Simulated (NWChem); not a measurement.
System: InCl$_{2}$, doublet; SMILES [Cl][In][Cl]

Input file for NWChem:

```
start job
memory heap 200 mb stack 900 mb global 1100 mb
geometry units angstroms
  In     0.000000     0.000000     0.478142
  Cl     2.085982     0.000000    -0.731851
  Cl    -2.085982     0.000000    -0.731851
end
basis spherical
  * library def2-svp
end
ecp
  In library def2-ecp
end
dft
  odft
  mult 2
  xc becke88 lyp
  iterations 150
end
driver
  maxiter 120
end
task dft optimize
dft
  grid fine
  convergence energy 1d-8 density 1d-7
end
task dft freq numerical
```

In the optimisation the excess spin sits in a1 (C2v, its own frame). This spin state was assumed; another may lie lower. No stability test was run on the SCF state. def2 effective core potentials on In; no spin-orbit coupling.

The level has its own optimisation; frequencies are unscaled.

Problem. What results follow from this input? (BLYP/def2-SVP with def2 effective core potentials on In, spin-unrestricted.) Quantities: r Cl–In (Å); highest harmonic frequency (cm⁻¹); lowest (cm⁻¹); zero-point energy (kcal/mol).

Solution. 
```
Quantity                           Value
---------------------------------  -----
r Cl–In (Å)                        2.444
highest harmonic frequency (cm⁻¹)    315
lowest (cm⁻¹)                         73
zero-point energy (kcal/mol)         1.0
```
